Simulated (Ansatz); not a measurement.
Input for Ansatz (a quantum-chemistry and plane-wave program): R-wB97X-V/def2-TZVPP on C2H6Si (SMILES C=C[SiH3]), a point of a torsion scan.

Ansatz 0.2 input:
```yaml
crystal:
  periodic: [false, false, false]
  atoms:
    - {symbol: C, position_ang: [1.52943620, -0.08424062, -0.28367669]}
    - {symbol: C, position_ang: [0.49975204, 0.05416542, 0.53628375]}
    - {symbol: Si, position_ang: [-1.30810992, 0.04850654, 0.01622686]}
    - {symbol: H, position_ang: [1.39332761, -0.21461382, -1.34563808]}
    - {symbol: H, position_ang: [2.55463970, -0.07510221, 0.05684359]}
    - {symbol: H, position_ang: [0.70421525, 0.18093072, 1.59394501]}
    - {symbol: H, position_ang: [-1.40564070, -0.13205058, -1.43246666]}
    - {symbol: H, position_ang: [-1.91824086, 1.32341555, 0.40563511]}
    - {symbol: H, position_ang: [-1.99707040, -1.04646781, 0.70592322]}
basis:
  gaussian:
    orbitals: def2-TZVPP
hamiltonian:
  xc: {name: wB97X-V}
scf: {lower_state_search: off}
```

The head of its log:

```
WARN ansatz: RAYON_NUM_THREADS=1 ignored (pool sized by the plan → 1); use --threads N
Functional definition: wB97X-V
these checks for a lower state are left out or cut short: stability, starts, cluster_reference, orbital_swaps, neighbouring_geometries, increment
integrals: 0.11 GiB planned
1005 factors; their error is unknown
integrals: 0.15 GiB planned
256 factors; integrals over basis functions are off by at most 9.9e-6 eV
mean field: 1.00 GiB planned
mean field evaluation 1: about -10045.0401 eV, gradient 3.4e1 eV
mean field evaluation 2: about -10046.4483 eV, gradient 2.3e1 eV
```

Question: What total energy does the run end on?

Answer: -369.2476 hartree.
